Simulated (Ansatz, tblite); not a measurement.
Removing and adding an electron: Si(OH)Cl3 (SiCl₃OH). Total charge 0; singlet. Geometry: r2SCAN-D4/def2-SVP. Ansatz, gas phase; energy differences of separate SCF runs; the oxidised species was run as a doublet alone; the reduced species was run as a doublet alone.

```xyz
6

Si    0.076    0.265   -0.133
O     0.333   -1.292    0.301
H    -0.356   -1.741    0.807
Cl   -0.182    1.466    1.508
Cl   -1.593    0.445   -1.310
Cl    1.722    0.858   -1.172
```

The xTB rows come from tblite. HOMO above LUMO, or a gap near zero within one spin, warns that the state may not be the lowest or that an electron is smeared out.

| level | −HOMO (eV) | vertical IE (eV) | −LUMO (eV) | vertical EA (eV) | HOMO–LUMO gap (eV) | IE − EA (eV) | remarks |
| --- | --- | --- | --- | --- | --- | --- | --- |
| GFN1-xTB | 12.44 | 14.90 | 4.50 | 1.69 | 7.94 | 13.21 | – |
| GFN2-xTB | 12.14 | 14.86 | 4.99 | 2.30 | 7.15 | 12.56 | – |
| r2SCAN-D4/def2-TZVP | 8.28 | 11.11 | 0.86 | – | 7.42 | – | gap within one spin near zero (+1 doublet) |
| PBE0-D4/def2-TZVP | 9.34 | 11.41 | 0.27 | – | 9.07 | – | – |

Task: Estimate the rows for PBE-D4/def2-TZVPD, r2SCAN-D4/def2-TZVPD, PBE0-D4/def2-TZVPD.

Result: 
```csv
level,−HOMO (eV),vertical IE (eV),−LUMO (eV),vertical EA (eV),HOMO–LUMO gap (eV),IE − EA (eV),remarks
PBE-D4/def2-TZVPD,7.96,–,1.57,-0.18,6.39,–,HOMO above zero (-1 doublet)
r2SCAN-D4/def2-TZVPD,8.32,–,1.07,-0.43,7.25,–,HOMO above zero (-1 doublet)
PBE0-D4/def2-TZVPD,9.39,–,0.71,-0.38,8.68,–,HOMO above zero (-1 doublet)
```

Run but left out: PBE-D4/def2-TZVP (charge +1 doublet: an occupied level 0.07 eV above an empty one).   A HOMO above zero means that the electron is unbound at that level or that self-interaction error raises the level; the energy of removing that electron tells which. Raw xTB energy differences between charge states are shifted by several eV; the methods need an empirical correction for them. A negative affinity means that the extra electron isn't bound; its size then hangs on the basis.
